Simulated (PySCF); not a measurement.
## HCuO + Cl₂ → CuOCl + HCl

Level: PBE0 in the def2-TZVP basis family, all electrons, no relativity, computed in PySCF with density fitting; open shells unrestricted.

| species | state and structure | E (Eh) | ZPE (kJ/mol) | H(298 K) − H(0) (kJ/mol) | S° (J/(mol K)) |
| --- | --- | --- | --- | --- | --- |
| HCuO | singlet, Cs, Cu–O 1.785 Å, O–H 0.962 Å; Cu–O–H 108.9° | -1716.03455 | 31.4 | 10.5 | 245.2 |
| Cl₂ | singlet, D∞h, Cl–Cl 1.982 Å | -920.08940 | 3.5 | 9.1 | 222.5 |
| CuOCl | triplet, C∞v, Cu–Cl 2.054 Å, Cu–O 1.704 Å; Cl–Cu–O 180.0° | -2175.47286 | 8.2 | 13.4 | 279.8 |
| HCl | singlet, C∞v, H–Cl 1.279 Å | -460.66440 | 17.9 | 8.7 | 186.6 |

(1) What is the electronic reaction energy?

(2) Add zero-point, thermal and entropy terms for 298.15 K and 1 bar.

## Answers

(1) At PBE0/def2-TZVP, ΔE = -34.9 kJ/mol from the differences of the total energies times 2625.5, downhill. 

(2) ΔZPE = -8.8 and Δ[H(298) − H(0)] = 2.5 kJ/mol give ΔH° = -41.2 kJ/mol. ΔS° = -1.3 J/(mol K), so ΔG° = -41.2 − 298.15 × (-0.0013) = -41 kJ/mol and log₁₀K = 7.2.

Open d or f shells are single determinants, so the state found may not be the ground state. Only the bonding shown was studied: isomers, or loss of a ligand pair, can lie lower.
